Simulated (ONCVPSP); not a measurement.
**What one change does to a pseudopotential (cobalt (Co), ONCV)**

Co (Z = 27), optimised norm-conserving Vanderbilt (ONCV), made with ONCVPSP 4.0.1 (PW91, scalar-relativistic). Core [Ne] 3s2, reference 3p6 3d7 4s1.5 4p0.5. Waves: 4s: rc 2.40 bohr, ncon 3, nbas 8, qcut 3.5 1/bohr, 2 projectors, debl 3.8 Ha; 3p+4p: rc 1.15 bohr, ncon 5, nbas 8, qcut 15 1/bohr, 2 projectors; 3d: rc 1.50 bohr, ncon 4, nbas 9, qcut 9 1/bohr, 1 projector. Local part: polynomial inside 0.75 bohr (lpopt 5, dvloc0 4 Ha). Core correction: none.

All-electron outer shells of the reference configuration (PW91, scalar-relativistic, ld1.x):

```
shell  level (eV)  outermost node (bohr)  outermost maximum (bohr)
   2p     -771.26                      –                      0.17
   3s     -103.38                   0.31                      0.66
   3p      -66.67                   0.28                      0.68
   3d       -9.24                      –                      0.66
   4s       -6.15                   0.96                      2.29
   4p       -1.77                   1.05                      3.13
```

Change: s: ncon 4, nbas 9.

Cutoffs: the cutoffs (Ha) at which the residual kinetic energy of the hardest occupied pseudo-wave falls to 1 and 0.1 mHa per electron; they do not see the model core or the augmentation charge, which bear on the density cutoff. Errors are all-electron minus pseudo energies relative to the spin-unpolarised reference configuration.

Question: What does the change do?

Answer: The potential gets neither clearly harder nor softer (61 Ha and 80 Ha → 61 Ha and 80 Ha); both files keep a bound ghost (s); of the 3 tests that both files solve, the error grows in 0 and shrinks in 2 by more than 15 % and 0.3 meV (median size 1.1 → 0.8 meV).

```csv
quantity,base,changed
"cutoff, loose",61 Ha,61 Ha
"cutoff, tight",80 Ha,80 Ha
loose cutoff by channel,"s 4.3 Ha, p 61 Ha, d 37 Ha","s 4.6 Ha, p 61 Ha, d 37 Ha"
bound ghosts,s,s
GHOST(+) flags under 300 eV,none,none
tests with a reliable result,3 of 4,3 of 4
"error for 3p6 3d7 4s2 4p0, meV [ΔE -2.14 eV]",-1.1,-0.8
"error for 3p6 3d7 4s1 4p0, meV [ΔE 6.95 eV]",-0.3,-0.6
"error for 3p6 3d7 4s0 4p0, meV [ΔE 23.79 eV]",-12,-10
s: phases at 2.43 bohr within 0.05 rad from the reference energy up to (Ha; the scan ends near 5),2.4,2.6
p: phases at 1.16 bohr within 0.05 rad from the reference energy up to (Ha; the scan ends near 5),to the end of the scan,to the end of the scan
d: phases at 1.52 bohr within 0.05 rad from the reference energy up to (Ha; the scan ends near 5),1.1,1.1
```

 A true bound ghost makes a file unfit for plane-wave use even where its test errors are small: the radial tests pick states by their node count and pass the ghost by.
